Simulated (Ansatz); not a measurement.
The molecule K$_{2}$, multiplicity 3 (not the ground state: that is measured with 2S+1 = 1). No spin–orbit coupling. K is treated without relativity.

Seven points along R, fitted to fifth degree in 1/R; most abundant isotopes. Runs in def2 and cc sets follow the lowest solution found near the PBE0 minimum.

Correlated levels freeze the inner cores; with def2 sets outer-core shells near the valence are correlated too.

The values were computed with Ansatz (a first-principles code). 

What bond length and harmonic frequency does PBE/def2-TZVPP give?

r_e = 5.335 Å, ω_e = 32 cm⁻¹.

What bond length and harmonic frequency does PBE0/def2-TZVPP give?

r_e = 5.454 Å, ω_e = 29 cm⁻¹.

What bond length and harmonic frequency does CCSD(T)/def2-TZVPP give?

r_e = 5.733 Å, ω_e = 24 cm⁻¹.
